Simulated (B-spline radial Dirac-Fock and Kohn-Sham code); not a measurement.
Method: Dirac-Fock (average of configuration) total-energy differences with a finite nucleus, the Breit interaction including its frequency dependence, and self-energy and vacuum-polarisation corrections. Computed with a B-spline atomic structure program. Free neutral atoms.

Q: Order these X-ray lines by photon energy, lowest first.
A. Nd Kβ2''
B. Hf Kβ2''
C. Sm Kβ2'
D. Cs Kβ2''
E. Pm Kβ1
F. W Kβ2'

A: D (35797.8 eV), A (43308.9 eV), E (43822.4 eV), C (46574.7 eV), B (64895.4 eV), F (69090.4 eV).
